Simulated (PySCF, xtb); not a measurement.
CH9GeNSi, SMILES [GeH3][NH][SiH2]C. Other conformers were not sampled.

Harmonic wavenumbers (cm⁻¹) from GFN2-xTB in xtb at its own minimum, in rising order: 45, 100, 116, 143, 228, 304, 473, 507, 557, 575, 608, 697, 769, 773, 784, 816, 827, 837, 851, 923, 1151, 1367, 1482, 1486, 1938, 2012, 2052, 2152, 2208, 3016, 3034, 3047, 3457.

What does PBE0-D3(BJ)/def2-SVP (PySCF 2.14.0) give at its own minimum? (The exact figures need the calculation; the answer reports its results.)

21, 57, 117, 182, 262, 302, 491, 537, 637, 644, 689, 725, 785, 847, 868, 871, 898, 918, 955, 993, 1184, 1266, 1430, 1432, 2128, 2156, 2165, 2177, 2207, 3058, 3159, 3169, 3635. Paired by order, the mean absolute difference is 66 cm⁻¹ and the zero-point energies are 56.2 and 58.6 kcal/mol.
